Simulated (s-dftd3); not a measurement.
C5H12Si, charge -1, doublet, at a GFN2-xTB geometry (a state made from the parent by changing its charge; the spin is typed, not shown lowest); D3(bj) for wb97x in s-dftd3.

Here is a job for s-dftd3.
```
$ s-dftd3 mol.xyz --bj wb97x --json dftd3.json --noedisp --grad

# file mol.xyz
18

C      2.16003671    -0.84148380     1.28348992
C      1.48553002     0.21229236     0.65084664
Si    -0.14889855     0.14298310    -0.14429729
C     -0.69079915     1.88714466    -0.74397338
C     -1.54961750    -0.52819582     1.03218291
C     -0.57164655    -0.99674437    -1.69937455
H      3.15184816    -0.71769966     1.69563799
H      1.65710004    -1.76847569     1.51246684
H      2.09272032     1.09805367     0.46627116
H     -1.69005540     2.14042272    -0.39585800
H     -0.69828317     1.95522380    -1.82938107
H     -0.01535944     2.65221175    -0.37399035
H     -1.69346264     0.11056415     1.90207867
H     -2.51593616    -0.63584450     0.53865174
H     -1.26598848    -1.51058701     1.40297596
H      0.03198809    -0.73622798    -2.56926471
H     -0.35240392    -2.03731939    -1.46279137
H     -1.61860908    -0.95016349    -2.00566385
```

Output, abridged:

```
-----------------------------------
 s i m p l e   D F T - D 3  v1.4.0
-----------------------------------

Rational (Becke-Johnson) damping: wb97x-D3(BJ)
---------------------
  s6         1.0000
  s8         0.2641
  s9         0.0000
  a1         0.0000
  a2         5.4959
 alp        14.0000
--------------------

Dispersion energy:      -3.2752662667868E-02 Eh

Gradient norm:           3.1390497427567E-03 Eh/a0
--------------------------------------------------
     #    Z           dE/dx      dE/dy      dE/dz
--------------------------------------------------
     1    6 C     1.086E-03 -4.207E-04  6.161E-04
     2    6 C     1.035E-03  1.039E-04  3.866E-04
     3   14 Si   -2.096E-04  4.203E-04 -2.973E-04
     4    6 C    -2.486E-04  1.048E-03 -3.190E-04
     5    6 C    -8.221E-04 -3.298E-04  7.596E-04
     6    6 C    -8.713E-05 -6.534E-04 -9.230E-04
     7    1 H     1.762E-04 -7.159E-05  1.032E-04
     8    1 H     2.840E-04 -2.811E-04  2.252E-04
     9    1 H     3.880E-04  1.743E-04  8.871E-05
    10    1 H    -2.212E-04  4.350E-04 -8.371E-05
    11    1 H    -8.853E-05  4.067E-04 -2.493E-04
    12    1 H    -3.904E-05  4.630E-04 -8.039E-05
    13    1 H    -3.134E-04 -4.499E-05  3.781E-04
    14    1 H    -4.334E-04 -1.473E-04  2.310E-04
    15    1 H    -3.121E-04 -2.644E-04  3.231E-04
    16    1 H     3.201E-05 -2.106E-04 -4.247E-04
    17    1 H    -2.479E-05 -3.750E-04 -3.326E-04
    18    1 H    -2.008E-04 -2.519E-04 -4.018E-04
--------------------------------------------------

Virial:
--------------------------------------------------
      component           x          y          z
--------------------------------------------------
          x       1.896E-02 -1.312E-03  3.485E-03
          y      -1.312E-03  1.621E-02 -1.962E-03
          z       3.485E-03 -1.962E-03  1.593E-02
--------------------------------------------------

[Info] JSON dump of results written to 'dftd3.json'
```
